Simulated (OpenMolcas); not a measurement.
PBr at 2.201 Å: OpenMolcas input and output

Input (each module block was a call of its own in one work directory; start orbitals came from a preliminary run):

```
&GATEWAY
Coord
2
angstrom
Br 0.0 0.0 0.0
P 0.0 0.0 2.2010
Basis=ANO-RCC-VTZP
Group=XY
RX2C
AMFI
ANGMom
0.0 0.0 0.0
RICD
&SEWARD
&GUESSORB
* RASSCF and CASPT2 blocks for each multiplicity and irrep, as for the first:
&RASSCF
FileOrb=$CurrDir/o31.orb
Symmetry=1
Spin=3
nActEl=10 0 0
Inactive=12 8
RAS2=3 4
CIRoot=5 5 1
Linear
Iterations=120 100
OrbListing=Nothing
PRWF=0.15
>>COPY $Project.RasOrb $CurrDir/o31.orb
>>COPY $Project.rasscf.h5 $CurrDir/r31.h5
&CASPT2
XMultistate=all
Imaginary=0.2
IPEA=0.25
MaxIter=40
>>COPY $Project.JobMix JOB001
&RASSI
Nr of JobIphs=6 5 6 4 2 2 1
1 2 3 4 5
1 2 3 4 5 6
1 2 3 4
1 2
1 2
1
SpinOrbit
EJob
Omega
MEES
MESO
Properties=4
'AngMom' 3 'Mltpl  1' 1 'Mltpl  1' 2 'Mltpl  1' 3
Thrs=1.0d-4
>>COPY $Project.rassi.h5 $CurrDir/so.h5
```

```bash
pymolcas m.inp
```

C2 symmetry about the axis (a holds Σ, Δ, Γ; b holds Π, Φ, H; Σ⁺ and Σ⁻ are not told apart); roots by multiplicity and irrep: 3a 5, 1a 6, 3b 4, 1b 2, 5b 2, 5a 1.

RASSI part of the output, in excerpt:

```
SPIN-FREE ENERGIES:
  (Shifted by EMIN (a.u.) =      -2946.2969446661)
 SF State       Relative EMIN(au)   Rel lowest level(eV)    D:o, cm**(-1)      Abs_M
     1             0.0000000000        0.0000000000              0.0000         0.0
     6             0.0341652886        0.9296848634           7498.4141         2.0
     7             0.0346073531        0.9417140509           7595.4361         2.0
     8             0.0594698738        1.6182577048          13052.1286         0.0
    12             0.1258790179        3.4253425776          27627.2511         1.0
    13             0.1258790179        3.4253425776          27627.2511         1.0
    16             0.1520608683        4.1377870204          33373.5030         1.0
    17             0.1520608683        4.1377870204          33373.5030         1.0
    14             0.1679232103        4.5694233356          36854.8847         1.0
    15             0.1679232103        4.5694233356          36854.8847         1.0
     9             0.1723952667        4.6911141883          37836.3876         0.0
     2             0.1815430599        4.9400383232          39844.0961         2.0
     3             0.1816466799        4.9428579668          39866.8381         2.0
     4             0.1856132485        5.0507937984          40737.3993         0.0
     5             0.1907843119        5.1915055998          41872.3165         0.0
    10             0.2031661450        5.5284324425          44589.8148         2.0
    11             0.2033312423        5.5329249692          44626.0494         2.0
    20             0.2059383023        5.6038666878          45198.2330         0.0
    18             0.2157707388        5.8714209148          47356.2034         1.0
    19             0.2157707415        5.8714209868          47356.2039         1.0
++ Dipole transition strengths (spin-free states):
     for osc. strength at least  1.00000000E-05
      From   To        Osc. strength     Einstein coefficients Ax, Ay, Az (sec-1)    Total A (sec-1)
         1   14       2.63790138E-02  2.11022624E+05  2.36885918E+07  0.00000000E+00  2.38996144E+07
         1   15       2.63790138E-02  2.36885918E+07  2.11022625E+05  0.00000000E+00  2.38996144E+07
         1    5       5.91528814E-02  0.00000000E+00  0.00000000E+00  6.91786540E+07  6.91786540E+07
         6   10       9.87125451E-03  0.00000000E+00  0.00000000E+00  9.05859917E+06  9.05859917E+06
         6   11       6.54610248E-02  0.00000000E+00  0.00000000E+00  6.01893434E+07  6.01893434E+07
         7   10       6.54292245E-02  0.00000000E+00  0.00000000E+00  5.97290319E+07  5.97290319E+07
         7   11       9.86889080E-03  0.00000000E+00  0.00000000E+00  9.02677010E+06  9.02677010E+06
         8   16       8.00426445E-04  2.46084322E+04  1.95871877E+05  0.00000000E+00  2.20480309E+05
         8   17       8.00426443E-04  1.95871877E+05  2.46084322E+04  0.00000000E+00  2.20480309E+05
        12   15       1.02328543E-04  0.00000000E+00  0.00000000E+00  5.81192099E+03  5.81192099E+03
        13   14       1.02328541E-04  0.00000000E+00  0.00000000E+00  5.81192087E+03  5.81192087E+03
        14    2       1.18503196E-04  5.69194977E+02  1.37099109E+02  0.00000000E+00  7.06294086E+02
        14    3       1.19404764E-04  1.40252177E+02  5.82285314E+02  0.00000000E+00  7.22537491E+02
        14    4       1.98130189E-04  1.97508756E+03  1.70488802E+01  0.00000000E+00  1.99213644E+03
        14    5       1.93231290E-04  2.75922217E+01  3.21716824E+03  0.00000000E+00  3.24476046E+03
        15    2       1.18503181E-04  1.37099128E+02  5.69194867E+02  0.00000000E+00  7.06293995E+02
        15    3       1.19404760E-04  5.82285362E+02  1.40252105E+02  0.00000000E+00  7.22537466E+02
        15    4       1.98130226E-04  1.70488607E+01  1.97508795E+03  0.00000000E+00  1.99213681E+03
        15    5       1.93231275E-04  3.21716798E+03  2.75922354E+01  0.00000000E+00  3.24476022E+03
        20   18       2.51208306E-04  7.79980477E+02  3.29530906E-01  0.00000000E+00  7.80310008E+02
        20   19       2.51208373E-04  3.29531179E-01  7.79981106E+02  0.00000000E+00  7.80310638E+02
 Electric-quadrupole - electric-quadrupole not included
 Electric-dipole - electric-octupole not included
 Electric-dipole - magnetic-quadrupole not included
   Eigenvalues of complex Hamiltonian:
  (Shifted by EMIN (a.u.) =      -2946.2969446661)
 SO State       Relative EMIN(au)   Rel lowest level(eV)    D:o, cm**(-1)      Omega
     1            -0.0002518624        0.0000000000              0.0000         0.0
     2            -0.0001777853        0.0020157399             16.2580         1.0
     3            -0.0001777853        0.0020157399             16.2580         1.0
     4             0.0340589963        0.9336460301           7530.3631         2.0
     5             0.0345004208        0.9456578012           7627.2445         2.0
     6             0.0594280863        1.6239741366          13098.2348         0.0
     7             0.1241371415        3.3847972316          27300.2308         0.0
     8             0.1242045768        3.3866322373          27315.0311         0.0
     9             0.1256612792        3.4262711301          27634.7403         1.0
    10             0.1256612792        3.4262711301          27634.7403         1.0
    11             0.1273298071        3.4716740884          28000.9399         2.0
    12             0.1273298496        3.4716752428          28000.9492         2.0
    13             0.1521367423        4.1467051821          33445.4328         1.0
    14             0.1521367423        4.1467051821          33445.4328         1.0
    15             0.1658612172        4.5201671705          36457.6069         2.0
    16             0.1658667291        4.5203171577          36458.8166         2.0
    17             0.1661405960        4.5277694531          36518.9235         0.0
    18             0.1665607026        4.5392011362          36611.1262         1.0
    19             0.1665607025        4.5392011360          36611.1262         1.0
    20             0.1682337355        4.5847266830          36978.3145         0.0
    21             0.1715362086        4.6745915540          37703.1236         0.0
    22             0.1757461399        4.7891496207          38627.0967         3.0
    23             0.1757461399        4.7891496207          38627.0967         3.0
    24             0.1816817021        4.9506644943          39929.8020         2.0
    25             0.1817767401        4.9532506121          39950.6604         2.0
    26             0.1834840291        4.9997083104          40325.3671         1.0
    27             0.1834840290        4.9997083090          40325.3670         1.0
    28             0.1881526484        5.1267479138          41350.0106         1.0
    29             0.1881526483        5.1267479122          41350.0105         1.0
    30             0.1891059293        5.1526880096          41559.2315         0.0
    31             0.1913539449        5.2138596295          42052.6139         0.0
    32             0.1934613285        5.2712044601          42515.1312         1.0
    33             0.1934613285        5.2712044597          42515.1312         1.0
    34             0.2043229682        5.5667647321          44898.9855         2.0
    35             0.2044818391        5.5710878299          44933.8537         2.0
    36             0.2045384936        5.5726294771          44946.2879         0.0
    37             0.2046846116        5.5766055517          44978.3571         1.0
    38             0.2046846118        5.5766055570          44978.3571         1.0
    39             0.2052027715        5.5907054009          45092.0801         2.0
    40             0.2052033555        5.5907212897          45092.2082         2.0
    41             0.2106460220        5.7388237913          46286.7354         3.0
    42             0.2106460220        5.7388237913          46286.7354         3.0
    43             0.2141507435        5.8341921228          47055.9329         2.0
    44             0.2141507463        5.8341921987          47055.9335         2.0
    45             0.2167734701        5.9055601472          47631.5548         1.0
    46             0.2167734725        5.9055602132          47631.5554         1.0
    47             0.2186408889        5.9563752036          48041.4059         0.0
    48             0.2198436245        5.9891033042          48305.3758         0.0
    49             0.2215717300        6.0361274513          48684.6512         1.0
    50             0.2215717300        6.0361274508          48684.6512         1.0
 Weights of the five most important spin-orbit-free states for each spin-orbit state.
 SO State  Total energy (au)           Spin-free states, spin, and weights
    1        -0.000252       1 1.0  0.9976    8 0.0  0.0016   18 2.0  0.0002   19 2.0  0.0002   12 1.0  0.0001
    2        -0.000178       1 1.0  0.9991   18 2.0  0.0003   19 2.0  0.0002    4 1.0  0.0002   13 1.0  0.0001
    3        -0.000178       1 1.0  0.9991   19 2.0  0.0003   18 2.0  0.0002    4 1.0  0.0002   12 1.0  0.0001
    4         0.034059       6 0.0  0.9992    3 1.0  0.0003   15 1.0  0.0002   14 1.0  0.0002   13 1.0  0.0001
    5         0.034500       7 0.0  0.9992    2 1.0  0.0003   14 1.0  0.0002   15 1.0  0.0002   12 1.0  0.0001
    6         0.059428       8 0.0  0.9972    1 1.0  0.0016    5 1.0  0.0004   14 1.0  0.0003   15 1.0  0.0003
    7         0.124137      13 1.0  0.4994   12 1.0  0.4994   20 2.0  0.0004   18 2.0  0.0004   19 2.0  0.0004
    8         0.124205      13 1.0  0.4994   12 1.0  0.4994   18 2.0  0.0004   19 2.0  0.0004    1 1.0  0.0002
    9         0.125661      13 1.0  0.9954   16 0.0  0.0026   18 2.0  0.0010   20 2.0  0.0007   17 0.0  0.0001
   10         0.125661      12 1.0  0.9954   17 0.0  0.0026   19 2.0  0.0010   20 2.0  0.0007   16 0.0  0.0001
   11         0.127330      12 1.0  0.4987   13 1.0  0.4987   20 2.0  0.0015   18 2.0  0.0004   19 2.0  0.0004
   12         0.127330      12 1.0  0.4987   13 1.0  0.4987   20 2.0  0.0015   18 2.0  0.0004   19 2.0  0.0004
   13         0.152137      17 0.0  0.9971   12 1.0  0.0026   13 1.0  0.0001   15 1.0  0.0001    1 1.0  0.0000
   14         0.152137      16 0.0  0.9971   13 1.0  0.0026   12 1.0  0.0001   14 1.0  0.0001    1 1.0  0.0000
   15         0.165861      14 1.0  0.4701   15 1.0  0.4701    2 1.0  0.0543   10 0.0  0.0033   11 0.0  0.0017
   16         0.165867      14 1.0  0.4704   15 1.0  0.4704    3 1.0  0.0537   11 0.0  0.0033   10 0.0  0.0017
   17         0.166141      15 1.0  0.3570   14 1.0  0.3570    9 0.0  0.2857    4 1.0  0.0002   20 2.0  0.0001
   18         0.166561      15 1.0  0.8893   14 1.0  0.0524    2 1.0  0.0176    3 1.0  0.0172    4 1.0  0.0159
   19         0.166561      14 1.0  0.8893   15 1.0  0.0524    2 1.0  0.0176    3 1.0  0.0172    4 1.0  0.0159
   20         0.168234      14 1.0  0.4858   15 1.0  0.4858    5 1.0  0.0277    8 0.0  0.0004    1 1.0  0.0002
   21         0.171536       9 0.0  0.5775    4 1.0  0.1986   15 1.0  0.1120   14 1.0  0.1120   20 2.0  0.0000
   22         0.175746       2 1.0  0.5038    3 1.0  0.4962   18 2.0  0.0000   19 2.0  0.0000   14 1.0  0.0000
   23         0.175746       2 1.0  0.5038    3 1.0  0.4962   18 2.0  0.0000   19 2.0  0.0000   14 1.0  0.0000
   24         0.181682       2 1.0  0.9105   10 0.0  0.0273   14 1.0  0.0230   15 1.0  0.0230   11 0.0  0.0149
   25         0.181777       3 1.0  0.9110   11 0.0  0.0272   14 1.0  0.0226   15 1.0  0.0226   10 0.0  0.0152
   26         0.183484       4 1.0  0.7404    5 1.0  0.2520   14 1.0  0.0029    3 1.0  0.0017    2 1.0  0.0016
   27         0.183484       4 1.0  0.7404    5 1.0  0.2520   15 1.0  0.0029    3 1.0  0.0017    2 1.0  0.0016
   28         0.188153       3 1.0  0.4792    2 1.0  0.4713   15 1.0  0.0268    5 1.0  0.0191   14 1.0  0.0027
   29         0.188153       3 1.0  0.4792    2 1.0  0.4713   14 1.0  0.0268    5 1.0  0.0191   15 1.0  0.0027
   30         0.189106       4 1.0  0.8011    9 0.0  0.1367   15 1.0  0.0310   14 1.0  0.0310   20 2.0  0.0001
   31         0.191354       5 1.0  0.9670   14 1.0  0.0138   15 1.0  0.0138   18 2.0  0.0024   19 2.0  0.0024
   32         0.193461       5 1.0  0.7164    4 1.0  0.2426   14 1.0  0.0218    3 1.0  0.0057    2 1.0  0.0056
   33         0.193461       5 1.0  0.7164    4 1.0  0.2426   15 1.0  0.0218    3 1.0  0.0057    2 1.0  0.0056
   34         0.204323      10 0.0  0.9494    2 1.0  0.0213    3 1.0  0.0127   15 1.0  0.0066   14 1.0  0.0066
   35         0.204482      11 0.0  0.9485    3 1.0  0.0212    2 1.0  0.0124   14 1.0  0.0065   15 1.0  0.0065
   36         0.204538      20 2.0  0.9055   18 2.0  0.0471   19 2.0  0.0471   13 1.0  0.0001   12 1.0  0.0001
   37         0.204685      20 2.0  0.9031   18 2.0  0.0854   19 2.0  0.0111   13 1.0  0.0003   14 1.0  0.0001
   38         0.204685      20 2.0  0.9031   19 2.0  0.0854   18 2.0  0.0111   12 1.0  0.0003   15 1.0  0.0001
   39         0.205203      20 2.0  0.8990   19 2.0  0.0485   18 2.0  0.0485   10 0.0  0.0028   12 1.0  0.0004
   40         0.205203      20 2.0  0.8976   18 2.0  0.0484   19 2.0  0.0484   11 0.0  0.0042   12 1.0  0.0004
   41         0.210646      18 2.0  0.5000   19 2.0  0.5000    3 1.0  0.0000    2 1.0  0.0000   15 1.0  0.0000
   42         0.210646      18 2.0  0.5000   19 2.0  0.5000    3 1.0  0.0000    2 1.0  0.0000   15 1.0  0.0000
   43         0.214151      18 2.0  0.4510   19 2.0  0.4510   20 2.0  0.0963   13 1.0  0.0008   12 1.0  0.0008
   44         0.214151      18 2.0  0.4510   19 2.0  0.4510   20 2.0  0.0963   13 1.0  0.0008   12 1.0  0.0008
   45         0.216773      18 2.0  0.9244   20 2.0  0.0645   19 2.0  0.0080    5 1.0  0.0015   13 1.0  0.0014
   46         0.216773      19 2.0  0.9244   20 2.0  0.0645   18 2.0  0.0080    5 1.0  0.0015   12 1.0  0.0014
   47         0.218641      19 2.0  0.4969
...
```

Only roots inside an energy window near the equilibrium distance were included, so the list of states is not complete; labels number the states computed. Each spin and symmetry block has orbitals of its own, averaged over its own roots, so gaps between blocks are less sure than gaps within one and near the minimum can be off by tenths of an eV, in bad cases by more. No Rydberg orbitals are active, so Rydberg states, and σ→σ* states whose orbital the CASSCF left unused, can be missing between those listed. CASPT2 splits the two components of degenerate states numerically, here by up to 97 cm⁻¹.
